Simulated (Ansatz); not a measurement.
**How methods differ on SnSe (SMILES [Se][Sn])**

SnSe: 2 atoms, total charge 0, spin state singlet. As SMILES, `[Se][Sn]`. Geometry: a GFN2-xTB relaxation, a rough one for these elements and not checked as a minimum.

```xyz
2

Se    0.0000    0.0000    0.0000
Sn    0.0000    0.0000    2.3383
```

Quantity: the electronic atomisation energy, in eV. The values are calculated. Electronic energies at fixed atoms, without zero-point motion or spin-orbit coupling.

```json
{"level": "B3LYP/STO-3G", "kind": "global hybrid", "program": "Ansatz", "value (eV)": "6.54", "CPU time (all runs)": "4.5 s"}
{"level": "BHLYP/STO-3G", "kind": "global hybrid", "program": "Ansatz", "value (eV)": "5.84", "CPU time (all runs)": "3.8 s"}
{"level": "CAM-B3LYP/STO-3G", "kind": "range-separated hybrid", "program": "Ansatz", "value (eV)": "?", "CPU time (all runs)": "4.6 s"}
{"level": "wB97M-V/STO-3G", "kind": "range-separated hybrid", "program": "Ansatz", "value (eV)": "6.60", "CPU time (all runs)": "39 s"}
{"level": "wB97X/STO-3G", "kind": "range-separated hybrid", "program": "Ansatz", "value (eV)": "?", "CPU time (all runs)": "19 s"}
{"level": "CCSD/STO-3G", "kind": "coupled cluster or CI", "program": "Ansatz", "value (eV)": "5.31", "CPU time (all runs)": "1.6 s"}
{"level": "CCSDTQ/STO-3G", "kind": "coupled cluster or CI", "program": "Ansatz", "value (eV)": "5.59", "CPU time (all runs)": "72 s"}
{"level": "FCI/STO-3G", "kind": "exact in the basis", "program": "Ansatz", "value (eV)": "5.58", "CPU time (all runs)": "2.3 s"}
```

(1) Estimate the missing values from the other rows.

Results:

(1) As computed at these levels: CAM-B3LYP/STO-3G: 6.14 eV; wB97X/STO-3G: 5.85 eV. All-electron rows without a relativistic Hamiltonian named are non-relativistic. The values span 5.31 to 6.60 eV. All rows use very small basis sets, so even the best lies far from the true value. In the correlated wave-function rows the outer d shell of Se, Sn is correlated, in sets not made for it. Times are those of the runs behind each value, whatever else they computed, on shared processors of several kinds: orders of magnitude only.
